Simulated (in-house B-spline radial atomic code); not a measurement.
**Response and correlation of Xe42+**

Closed shell [Ne] 3s2. Computed with a B-spline radial code for spherical atoms: Dirac-Hartree-Fock, relativistic RPA (time-dependent Dirac-Hartree-Fock) for the response and second-order many-body perturbation theory for correlation, no-pair Dirac-Coulomb Hamiltonian, finite nucleus.

Command:
```bash
python run_mb.py task.json out
```
Settings (nuclear radius in fm, box in bohr, cutoff in hartree):
```
basis_form          2
Z                   54
core_configuration  [Ne] 3s2
rms_radius          4.7859
mass_number         132
speed_of_light      137.036
box_radius          2.22
lmax                7
intervals           56
virtual_cutoff      72900.0
```

Cost of the run: 0.6 s on 1 thread of AMD EPYC 9R45, with other jobs on the host.

```
multipole (bohr³, bohr⁵, bohr⁷)   uncoupled  coupled RPA
                         dipole    0.011804            ?
                     quadrupole  0.00031135   0.00035797
                       octupole  1.4493e-05   1.4976e-05
```

Q: What is the coupled dipole polarisability?

A: 0.013826 atomic units, +17 % against the uncoupled value.

Q: Which subshells carry the dipole polarisability?

A: 3s1/2 99.6 %, 2p3/2 0.2 %, 2p1/2 0.1 %.

Q: What does the dipole shielding factor come to?

A: The dipole shielding factor is 0.222, against the exact N/Z = 12/54 = 0.222 of the non-relativistic theorem.

Dipole polarisability at imaginary frequency:

```tsv
u (Eh)	α(iu) (bohr³)
0	0.01383
5.64	0.007353
14.1	0.002607
28.2	0.001028
42.3	0.0006422
56.4	0.0004776
84.6	0.0003231
113	0.000244
141	0.0001943
197	0.0001326
282	8.246e-05
423	4.446e-05
564	2.75e-05
846	1.341e-05
1410	5.207e-06
2820	1.384e-06
```

Q: What dispersion coefficients follow for two such ions (the dispersion part alone)?

A: C6 = (3/π)∫α(iu)²du = 0.0008952 hartree·bohr⁶ and C8 = 0.0001758 hartree·bohr⁸.

Lowest J = 1 odd-parity excitations:

| energy (eV) | oscillator strength | leading channel | weight |
| --- | --- | --- | --- |
| 90.683 | 0.043 | 3s1/2 → p1/2 | 0.97 |
| 196.86 | 0.498 | 3s1/2 → p3/2 | 0.969 |
| 1533 | 0.21 | 3s1/2 → p1/2 | 0.998 |
| 1568.8 | 0.389 | 3s1/2 → p3/2 | 0.998 |
| 2169 | 0.0594 | 3s1/2 → p1/2 | 0.999 |
| 2186.7 | 0.114 | 3s1/2 → p3/2 | 0.999 |
| 2507.6 | 0.0268 | 3s1/2 → p1/2 | 0.999 |
| 2517.9 | 0.0525 | 3s1/2 → p3/2 | 0.999 |

Second-order correlation energy by the highest angular momentum of the excited pair (hartree): s -0.0209, p -0.2401, d -0.2412, f -0.05882, g -0.02169, h -0.00816, i -0.00373, k -0.001928.

Q: What is the second-order correlation energy at the partial-wave limit?

A: The listed waves sum to -0.59647 hartree; extrapolating the increments as (l + 1/2)⁻⁴ gives -0.60041 hartree, -1.36 eV per electron.
